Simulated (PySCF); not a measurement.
Match the calculated data to a structure.

All candidates are C5H9N3.

| technique | computed result |
| --- | --- |
| Polarisability | 79.5 au [PBE0/def2-SVPD] |
| Triplet | lowest triplet excitation (Tamm–Dancoff): 4.79 eV [TDA PBE0/def2-SVPD] |
| Dipole | 0.33 D [PBE0/def2-SVPD] |
| Rotational structure | rotational constants A, B, C: 5.492, 1.317, 1.165 GHz [GFN2-xTB] |
| 13C NMR | chemical shifts (computed TMS as zero) by class: 156.8 (1 C), 135.8 (1 C), 41.4 (1 C), 23.8 (1 C), 20.2 (1 C) ppm [GIAO PBE0/pcSseg-1] |
| UV, strongest line | among the 8 lowest singlet transitions: S2 at 6.40 eV (194 nm, f = 0.202) [TDDFT PBE0/def2-SVPD] |

Electronic properties: PySCF, gas phase, density fitting. Levels stand in brackets. The structure is a single GFN2-xTB conformer in the gas phase; no vibrational or solvent corrections. NMR values are class means; diastereotopic atoms form classes of their own.

Task: Which candidate is it?
A. `CCc1cnn(C)n1`
B. `Cc1nnc(C)n1C`
C. `CCc1cnnn1C`
D. `CC(C)c1cnn[nH]1`
E. `Cc1nn(C)nc1C`

Result: A. It is `CCc1cnn(C)n1`. Numbering: `[CH3:1][CH2:2][c:3]1[cH:4][n:5][n:6]([CH3:7])[n:8]1`. Its formula, C5H9N3, gives 3 degrees of unsaturation: 1 ring and 2 π bonds in the structure found (Kekulé form). 5 carbons fall into 5 classes; from least to most shielded: substituted aromatic carbon [C3] (156.8 ppm), aromatic CH next to a ring nitrogen [C4] (135.8 ppm), N-methyl carbon [C7] (41.4 ppm), benzylic-type carbon [C2] (23.8 ppm), methyl carbon [C1] (20.2 ppm). The optimised geometry has point group C1 and is an asymmetric top.

The others, at the same levels:
- `Cc1nn(C)nc1C` fails: it has 3 carbon classes against 5; its computed 13C shifts are 146.4 (2 C), 41.0 (1 C), 12.5 (2 C) ppm, rotational constant A is 3.613 GHz (against 5.492 GHz) and smallest rotational constant is 1.243 GHz (against 1.165 GHz).
- `CCc1cnnn1C` fails: its computed 13C shifts are 144.7 (1 C), 136.5 (1 C), 34.4 (1 C), 21.0 (1 C), 18.1 (1 C) ppm, rotational constant A is 3.342 GHz (against 5.492 GHz) and smallest rotational constant is 1.340 GHz (against 1.165 GHz).
- `CC(C)c1cnn[nH]1` fails: it has 4 carbon classes against 5; its computed 13C shifts are 150.9 (1 C), 131.4 (1 C), 29.6 (1 C), 27.1 (2 C) ppm, rotational constant A is 4.507 GHz (against 5.492 GHz) and smallest rotational constant is 1.359 GHz (against 1.165 GHz).
- `Cc1nnc(C)n1C` fails: it has 3 carbon classes against 5; its computed 13C shifts are 153.4 (2 C), 30.0 (1 C), 13.2 (2 C) ppm, rotational constant A is 3.502 GHz (against 5.492 GHz) and smallest rotational constant is 1.331 GHz (against 1.165 GHz).

Each candidate is one conformer, not necessarily the lowest. The conformers computed, where there is a choice (atom-mapped SMILES and torsion angles):
- `[CH3:1][CH2:2][c:3]1[cH:4][n:5][n:6]([CH3:7])[n:8]1`: C1–C2–C3–C4 -78°
- `[CH3:1][CH2:2][c:3]1[cH:4][n:5][n:6][n:7]1[CH3:8]`: C1–C2–C3–C4 -90°
- `[CH3:1][CH:2]([CH3:3])[c:4]1[cH:5][n:6][n:7][nH:8]1`: C1–C2–C4–C5 61°
